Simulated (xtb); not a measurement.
Br$_{2}$Hg, singlet, geometry from GFN2-xTB (such geometries of metal compounds can be far from the true shape). Base run: GFN2-xTB (xtb 6.7.1).

Here is a job for xtb.
```
$ xtb mol.xyz --gfn 2 --json

# file mol.xyz
3

Hg     0.00000000     0.00000000     0.00000000
Br     0.00000000     0.00000000     2.42322459
Br    -0.00000000    -0.00000000    -2.42322459
```

The base run was repeated with changes; each row names its change, and settings that it needs were set with it.

| change | ΔE vs base (kJ/mol) | HOMO-LUMO gap (eV) | SCF cycles |
|---|---|---|---|
| base | 0.00 | 4.43 | 10 |
| etemp = 5000 | -1.69 | 4.44 | 10 |
| etemp = 10000 | ___ | ___ | 10 |
| etemp = 1000 | 0.00 | 4.43 | 10 |
| gbsa = water | -1.20 | 4.45 | 10 |
| acc = 1000 | 0.09 | 4.44 | 5 |

Problem. Fill in the missing entries.

Solution. 
- etemp = 10000, ΔE vs base (kJ/mol): -47.5
- etemp = 10000, HOMO-LUMO gap (eV): 4.49

ALPB and GBSA are two models with their own fitted parameters for each solvent, which aren't always the measured dielectric constant.
